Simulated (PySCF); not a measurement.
Cd(I)(SiH3) (CdH3ISi), SMILES [SiH3][Cd][I].

Geometry: PBE0-D3(BJ)/def2-SVP. The def2 effective core potentials stand for the cores of Cd, I; spin–orbit coupling is left out.

Level of theory: CAM-B3LYP/def2-TZVPD in PySCF.

Symmetry labels are those of the subgroup Cs that the program uses (full group C3v).

Q: List the valence orbital energies around the gap with their symmetry. (An estimate is asked for; the answer gives what the named calculation found.)

A: 
```tsv
orbital	symmetry	energy (eV)
HOMO−7	A'	-17.08
HOMO−6	A'	-16.45
HOMO−5	A"	-11.50
HOMO−4	A'	-11.50
HOMO−3	A'	-10.75
HOMO−2	A'	-8.88
HOMO−1	A'	-8.61
HOMO	A"	-8.61
LUMO	A'	-0.47
LUMO+1	A'	-0.44
LUMO+2	A"	-0.44
LUMO+3	A'	0.88
```
